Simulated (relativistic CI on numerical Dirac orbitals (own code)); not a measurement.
Computed by Dirac-Coulomb-Breit CI, KLI orbitals optimised for each configuration, a model potential for QED, unscaled Slater integrals (own radial code, finite nucleus).

Configurations in the expansion (outside the closed core [Ne]): 3s, 3p, 3d, 4s, 4p, 4d, 4f, 5s, 5p, 5d, 5f, 5g, 6s, 6p, 6d, 7s, 7p. Levels of other configurations are missing.

At this charge energies of transitions that change n are usually good to better than 1 %, and those within a shell (Δn = 0) to a few per cent.

Outline of the computed level scheme of Kr XXVI. Lowest level of each configuration: 3s 2S_1/2 at 0.000 eV; 3p 2P°_1/2 at 56.463 eV; 3d 2D_3/2 at 144.532 eV; 4s 2S_1/2 at 556.714 eV; 4p 2P°_1/2 at 579.710 eV; 4d 2D_3/2 at 612.923 eV; 4f 2F°_5/2 at 627.746 eV; 5s 2S_1/2 at 800.168 eV; 5p 2P°_1/2 at 811.658 eV.

Some strong electric-dipole decays among the lowest 15 levels: 4f 2F°_7/2 → 3d 2D_5/2 (6.8e+12 s⁻¹); 4f 2F°_5/2 → 3d 2D_3/2 (6.4e+12 s⁻¹); 4d 2D_5/2 → 3p 2P°_3/2 (3.1e+12 s⁻¹); 4d 2D_3/2 → 3p 2P°_1/2 (2.6e+12 s⁻¹); 4p 2P°_1/2 → 3s 2S_1/2 (1.4e+12 s⁻¹); 4p 2P°_3/2 → 3s 2S_1/2 (1.3e+12 s⁻¹); 4s 2S_1/2 → 3p 2P°_3/2 (1.2e+12 s⁻¹); 5p 2P°_1/2 → 3s 2S_1/2 (8.2e+11 s⁻¹).
